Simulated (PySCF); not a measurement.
GaH₇Si₂, SMILES [SiH3][GaH][SiH3]. Heavy atoms are numbered as in [GaH:1]([SiH3:3])[SiH3:7]. Hydrogens are named by the atom that carries them.

Geometry: ωB97X-D3(BJ)/def2-SVP.

Computed with HF/pcSseg-1 (PySCF).

GIAO shieldings, no solvent; atoms alike by connectivity are averaged. δ = σ(ref) − σ: ¹H against TMS (σ = 31.99 ppm); ²⁹Si against TMS (σ = 393.8 ppm), references at their B3LYP-D3(BJ)/def2-TZVP geometries, non-relativistic.

```csv
atoms,nucleus,count,δ (ppm)
H on Ga1,¹H,1,7.14
H on Si3,¹H,6,?
Si3 (SiH3),²⁹Si,2,-106.4
```

Question: Fill in the missing entries. (Estimate from the structure and the level; the computed values follow.)

Answer: 
- H on Si3, δ (ppm): 3.56
